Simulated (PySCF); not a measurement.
Molfile (atoms numbered from 1):
```
C5H6N2Si
     RDKit          3D

 14 14  0  0  0  0  0  0  0  0999 V2000
   -0.3328    2.8472    0.0370 C   0  0  0  0  0  0  0  0  0  0  0  0
    0.1437    1.7452   -0.0174 C   0  0  0  0  0  0  0  0  0  0  0  0
    0.7151    0.4686   -0.0850 C   0  0  0  0  0  0  0  0  0  0  0  0
    2.0235    0.0842   -0.2410 C   0  0  0  0  0  0  0  0  0  0  0  0
    2.1035   -1.2718   -0.2514 N   0  0  0  0  0  0  0  0  0  0  0  0
    0.8854   -1.6975   -0.1062 C   0  0  0  0  0  0  0  0  0  0  0  0
   -0.0287   -0.6943    0.0039 N   0  0  0  0  0  0  0  0  0  0  0  0
   -1.7667   -0.7907    0.2079 Si  0  0  0  0  0  4  0  0  0  0  0  0
   -0.7362    3.8139    0.0833 H   0  0  0  0  0  0  0  0  0  0  0  0
    2.8954    0.6984   -0.3451 H   0  0  0  0  0  0  0  0  0  0  0  0
    0.6001   -2.7299   -0.0728 H   0  0  0  0  0  0  0  0  0  0  0  0
   -2.3715   -0.1272   -0.9441 H   0  0  0  0  0  0  0  0  0  0  0  0
   -2.0416   -2.2240    0.2430 H   0  0  0  0  0  0  0  0  0  0  0  0
   -2.0899   -0.1224    1.4656 H   0  0  0  0  0  0  0  0  0  0  0  0
  1  2  3  0
  2  3  1  0
  3  4  2  0
  4  5  1  0
  5  6  2  0
  6  7  1  0
  7  8  1  0
  7  3  1  0
  1  9  1  0
  4 10  1  0
  6 11  1  0
  8 12  1  0
  8 13  1  0
  8 14  1  0
M  END
```

PySCF 2.14.0 with density-fitted response routines calculation with σ from GIAO-PBE0/pcSseg-1 and GFN2-xTB structure; non-relativistic, rapidly exchanging positions averaged, in vacuum, one computed conformer.

Scale: TMS for $^{13}$C (σref 186.93), $^{1}$H (σref 31.72), $^{29}$Si (σref 349.16); NH3 for $^{15}$N (σref 267.73) (reference shieldings calculated alike).

| atoms | nucleus | count | Hirshfeld charge | δ (ppm) |
| --- | --- | --- | --- | --- |
| N7 | $^{15}$N | 1 | -0.10 | 181.4 |
| H9 | $^{1}$H | 1 | 0.10 | ? |
| C2 | $^{13}$C | 1 | -0.05 | 78.5 |
| C3 | $^{13}$C | 1 | 0.02 | 121.1 |
| H10 | $^{1}$H | 1 | 0.06 | 7.83 |
| C4 | $^{13}$C | 1 | -0.02 | 148.4 |
| N5 | $^{15}$N | 1 | -0.20 | 314.3 |
| C1 | $^{13}$C | 1 | -0.10 | ? |
| C6 | $^{13}$C | 1 | 0.05 | ? |
| H11 | $^{1}$H | 1 | 0.06 | 7.22 |
| Si8 | $^{29}$Si | 1 | 0.38 | -55.7 |
| H12/H13/H14 | $^{1}$H | 3 | -0.06 | ? |

Problem. Estimate the values marked ?.

Solution. 
- C6: 144.7 ppm, aromatic CH between two ring heteroatoms
- C1: 95.6 ppm, terminal alkyne carbon; the triple bond shields along its axis, which puts it between sp3 and sp2 carbons
- H12/H13/H14: 5.07 ppm, hydrogen on a silicon bonded to N
- H9: 3.37 ppm, hydrogen on a terminal alkyne carbon; it lies on the axis of the triple bond, in its shielding cone

Shifts are as computed. Against solution values, carbons near 30 ppm lie about +3 ppm off and those near 130 ppm about +5 ppm. Of 1309 compounds with measured shifts, 239 miss one by over three times the rms of a fit or turn the order of signals round; such compounds aren't used in these exercises. Experimental scales use liquid or dissolved standards, which lie at an offset from isolated NH3 (liquid NH3: subtract about 20 ppm). Unscaled 15N shifts of sp2 nitrogen come out 20 to 40 ppm too high even then.
